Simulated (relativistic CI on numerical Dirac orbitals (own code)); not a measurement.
Hyperfine structure of Rh2+, mass number 103

Calculated at this level of theory: Dirac-Coulomb-Breit CI, separate exchange-only KLI orbitals for each configuration, QED by a radiative potential, valence Slater integrals scaled by 0.85, P86 correlation energy added to each configuration (own radial code, finite nucleus).

CI space (outside the closed core [Kr]): 4d⁷, 4d⁶5s, 4d⁶5p, 4d⁶4f, 4d⁵5s², 4d⁶5d, 4d⁶6s, 4d⁶6p, 4d⁵5s5p, 4d⁶6d, 4d⁶5f, 4d⁶5g, 4d⁵5s6s. Levels of other configurations are missing.

Nuclear spin I = 1/2, μ = -0.08829 μN (tables of Stone and Pyykkö). The electronic factors are computed for point nuclear moments, without core polarisation; leaving it out makes A of s and p electrons in near-neutral atoms 20 to 40 % too small, and it can dominate for d and f shells.

```json
{"Level": "4d⁷ ⁴F9/2", "E (eV)": "0.0000", "A (MHz)": "-77.98"}
{"Level": "4d⁷ ⁴F7/2", "E (eV)": "0.2463", "A (MHz)": "-84.59"}
{"Level": "4d⁷ ⁴F5/2", "E (eV)": "0.4036", "A (MHz)": "-100.9"}
{"Level": "4d⁷ ⁴F3/2", "E (eV)": "0.5032", "A (MHz)": "-162.5"}
{"Level": "4d⁷ ⁴P5/2", "E (eV)": "1.4927", "A (MHz)": "-42.46"}
{"Level": "4d⁷ ⁴P3/2", "E (eV)": "1.5011", "A (MHz)": "-63.67"}
{"Level": "4d⁷ ²G9/2", "E (eV)": "1.6391", "A (MHz)": "-98.55"}
{"Level": "4d⁷ ⁴P1/2", "E (eV)": "1.6611", "A (MHz)": "85.46"}
```

Levels with J = 0, under 50 % of one LS term, or S terms without an open s electron are left out. Small factors come from cancelling terms and can be off by tens of per cent or more.

For a near-neutral ion this model can misplace configurations by up to about 10,000 cm⁻¹ (more where the count of f electrons changes) and terms by 10 to 25 % of their spread. Rates follow the energies as ν³ (E1, M1) or ν⁵ (E2), so they and the lifetimes can be off by large factors. The fine structure of a lone outer electron comes out too small, for d and f at times inverted, and misplaced configurations move strength between like terms. 9 of the 9 excited levels that our extract of the measured tables holds in this range could be paired (the sources list more); they are missed by 1538 cm⁻¹ on average and 2848 at most, and levels without a partner can miss by more. Some levels of the ground configuration have no partner and can miss by 10 % or more.

Task: Give the hyperfine levels of 4d⁷ ⁴F9/2 relative to its centre of gravity.

Result: With K = F(F + 1) − I(I + 1) − J(J + 1), E = AK/2: F = 4: 214.4, F = 5: -175.5 MHz.
